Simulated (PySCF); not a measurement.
SiBrI, SMILES Br[Si]I (connectivity only; charge and spin as stated), neutral, multiplicity 1. Geometry optimised at PBE0-D3(BJ)/def2-TZVP. The def2 effective core potentials stand for the cores of I; spin–orbit coupling is left out.

These are PBE0-D3(BJ)/def2-TZVP in PySCF values and carry that method's errors.

Harmonic wavenumbers (cm⁻¹): 105, 349, 404. Rotational constants (GHz): 9.494, 0.7506, 0.6956; symmetry number 1.

Task: Work out the zero-point energy and the ideal-gas rigid-rotor harmonic-oscillator thermochemistry at 298.15 K and 1 atm.

Result: ZPE = ½ Σ hcν = ½ × 858 cm⁻¹ = 5.13 kJ/mol. H − E(el) = 18.71 kJ/mol. Entropy in J/(mol K): translation 176.83, rotation 119.51, vibration 22.94, total 319.28. G − E(el) = -76.49 kJ/mol. Cp = 54.11 J/(mol K). Modes under 150 cm⁻¹ make the vibrational entropy uncertain.
